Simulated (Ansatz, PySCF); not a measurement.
System: CNO, net charge -1, singlet state. It need not be the lowest isomer of its formula. Whether it binds its extra electron was not tested at this geometry. 
Structure (B3LYP-D3(BJ)/def2-TZVP (Ansatz, an electronic-structure program) minimum search):
SMILES: [N-]=C=O
```xyz
3

N      0.0000     0.0000    -1.2579
C      0.0000     0.0000    -0.0715
O      0.0000     0.0000     1.1543
```
Charge -1, spin multiplicity 1.

Total electronic energies in hartree. Valence correlation only, unless marked. Spin-orbit coupling is left out. Non-relativistic. Basis-set limits of correlation are two-point, X^-3; Hartree-Fock from the larger set.

```tsv
level	program	energy (Eh)
HF/6-31G	Ansatz	-167.10887
HF/cc-pVDZ	Ansatz	-167.20721
HF/def2-TZVPD	PySCF	-167.27902
RI-HF/aug-cc-pVTZ	Ansatz	-167.27393
RI-HF/cc-pVTZ	Ansatz	-167.26444
revPBE-D4/def2-TZVPD	Ansatz + dftd4	-168.16491
revPBE/def2-TZVPD	Ansatz	-168.15937
TPSS/def2-TZVPD	PySCF	[?]
M06-L-D4/def2-TZVPD	PySCF + dftd4	-168.17730
B3LYP/def2-TZVPD	Ansatz	-168.20427
PBE0/def2-TZVP	Ansatz	-168.00685
PBE0/def2-QZVPP	Ansatz	-168.01828
HSE06-D3(BJ)/def2-TZVPD	Ansatz + dftd3	-168.00391
B2GP-PLYP/def2-TZVPD	Ansatz	-168.05467
RPA@PBE/cc-pVQZ	Ansatz	[?]
RI-MP2/CBS(aug-cc-pVTZ,aug-cc-pVQZ)	Ansatz	-167.9445
SCS-MP2/cc-pVDZ	Ansatz	-167.65127
SCS-MP2/aug-cc-pVQZ	Ansatz	-167.90283
SCS-MP2/cc-pVQZ	Ansatz	-167.89145
CCSD/cc-pVQZ	Ansatz	-167.89400
CCSD(T)/6-31G*	Ansatz	-167.67576
CCSD(T)/cc-pVDZ	PySCF	-167.68990
CCSD(T)/CBS(aug-cc-pVTZ,aug-cc-pVQZ)	Ansatz	-167.9602
```

### Question
What belongs in the gaps?

### Answer

- TPSS/def2-TZVPD, energy (Eh): -168.22315
- RPA@PBE/cc-pVQZ, energy (Eh): -168.19017
